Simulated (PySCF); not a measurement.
# [Gd(H2O)5]3+ at several levels of theory

Computed with PySCF 2.14.0 (density fitting, no spin-orbit coupling) at the geometry relaxed with r2SCAN:

```xyz
16
[Gd(H2O)5]3+ (singlet in the valence; each metal's 4f electrons, 7 of them, lie in its core potential, out of spins and levels)
Gd   -0.0259    0.0000    0.0000
O    -0.4676    0.0441    2.3219
H    -0.6276    0.8264    2.8930
H    -0.5534   -0.7120    2.9424
O    -0.4676   -0.0441   -2.3219
H    -0.6277   -0.8264   -2.8930
H    -0.5534    0.7120   -2.9424
O     2.3060   -0.0001    0.0000
H     2.9148   -0.0289   -0.7723
H     2.9148    0.0287    0.7723
O    -0.8433    2.2128   -0.0364
H    -0.3335    3.0528   -0.0098
H    -1.7772    2.5148   -0.0881
O    -0.8435   -2.2127    0.0364
H    -1.7774   -2.5146    0.0881
H    -0.3337   -3.0528    0.0098
```

```json
{"level": "r2SCAN", "basis": "Gd lcecp-1-SVP with ECP53, O def2-SVP, H def2-SVP", "state": "singlet", "HOMO (eV)": "-21.78", "gap (eV)": "7.13", "charge on Gd1 (e)": "1.56", "population of f-type functions on Gd1 (polarisation alone where 4f lies in the core)": "0.05", "dipole about the centre of mass (D)": "0.11", "largest force component (eV/Å)": "0.05"}
{"level": "TPSSh", "basis": "the same", "state": "singlet", "HOMO (eV)": "-22.16", "gap (eV)": "7.83", "charge on Gd1 (e)": "1.55", "population of f-type functions on Gd1 (polarisation alone where 4f lies in the core)": "0.05", "dipole about the centre of mass (D)": "0.11", "largest force component (eV/Å)": "0.13"}
{"level": "r2SCAN", "basis": "Gd lcecp-1-TZVP with ECP53, O def2-TZVP, H def2-TZVP", "state": "singlet", "HOMO (eV)": "-21.80", "gap (eV)": "7.17", "charge on Gd1 (e)": "2.04", "population of f-type functions on Gd1 (polarisation alone where 4f lies in the core)": "0.07", "dipole about the centre of mass (D)": "0.08", "largest force component (eV/Å)": "0.30"}
{"level": "PBE0", "basis": "Gd def2-SVP with ECP28, O def2-SVP, H def2-SVP", "state": "octet", "HOMO (eV)": "-23.11", "gap (eV)": "8.69", "charge on Gd1 (e)": "1.70", "population of f-type functions on Gd1 (polarisation alone where 4f lies in the core)": "7.05", "dipole about the centre of mass (D)": "0.07", "largest force component (eV/Å)": "0.17"}
```

In the lcecp rows the 4f levels are missing from HOMO and gap, and the state counts the valence alone.

HOMO and gap are taken over both spins. Charges are Mulliken's, which hang on the basis. The relaxation used the grid (50, 194), these runs (75, 302) or, all-electron (x2c bases, spin-free X2C Hamiltonian), (99, 590).

A further run in the first row's basis gives HOMO (eV) -21.41, gap (eV) 6.73, charge on Gd1 (e) 1.47, population of f-type functions on Gd1 (polarisation alone where 4f lies in the core) 0.05, dipole about the centre of mass (D) 0.11, largest force component (eV/Å) 0.33. Which level was it?
A. PBE0
B. TPSS
C. BLYP

B. The others give HOMO -21.19 eV (BLYP); -23.21 eV (PBE0).

In the first row's basis the gap widens with exact exchange: 6.4 to 7.1 eV for BLYP, TPSS, r2SCAN (none); 7.8 to 9.2 eV for TPSSh, PBE0 (a fixed share).

No frequency check is given that shows the relaxed geometry to be a minimum. An lcecp potential fixes the number of 4f electrons, so in runs with it no electron can move into or out of that shell.

Rows with open f shells in the valence may stand above their lowest state, and their gaps can end on f levels.
